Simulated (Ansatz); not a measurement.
`N=C([SiH3])BO` and `N=C([SiH3])S[SiH3]` differ in one atom or group.

Ansatz, PBE0-D4/def2-TZVP geometries, multiplicity 1. Each molecule was computed in one conformer, which needn't be the lowest.

| property | `N=C([SiH3])BO` |
| --- | --- |
| HOMO–LUMO gap (B3LYP/def2-TZVPP) / eV | 4.68 |
| LUMO energy (PBE0/def2-TZVPP) / eV | -1.83 |
| HOMO–LUMO gap (ωB97M-V/def2-TZVPP) / eV | 9.59 |
| size of the dipole moment (B3LYP/def2-TZVPP) / D | 1.70 |
| HOMO energy (ωB97M-V/def2-TZVPP) / eV | -9.21 |
| size of the dipole moment (PBE/def2-TZVPP) / D | 1.73 |

**Question.** Give the same properties after the change, and the shifts. (An estimate is asked.)

**Answer.** The calculation gave: 
| property | `N=C([SiH3])S[SiH3]` | shift |
| --- | --- | --- |
| HOMO–LUMO gap (B3LYP/def2-TZVPP) / eV | 5.96 | 1.28 |
| LUMO energy (PBE0/def2-TZVPP) / eV | -1.07 | 0.76 |
| HOMO–LUMO gap (ωB97M-V/def2-TZVPP) / eV | 10.68 | 1.09 |
| size of the dipole moment (B3LYP/def2-TZVPP) / D | 1.63 | -0.07 |
| HOMO energy (ωB97M-V/def2-TZVPP) / eV | -9.58 | -0.37 |
| size of the dipole moment (PBE/def2-TZVPP) / D | 1.48 | -0.25 |

With PBE0 the HOMO falls by 0.53 eV and the LUMO rises by 0.76 eV, so the gap widens by about 1.29 eV. PBE moves the HOMO by -0.72 eV and ωB97M-V by -0.37 eV. Dipoles are sizes alone; their direction can turn.

B3LYP here is the variant with VWN-RPA as its local correlation; programs differ in this.
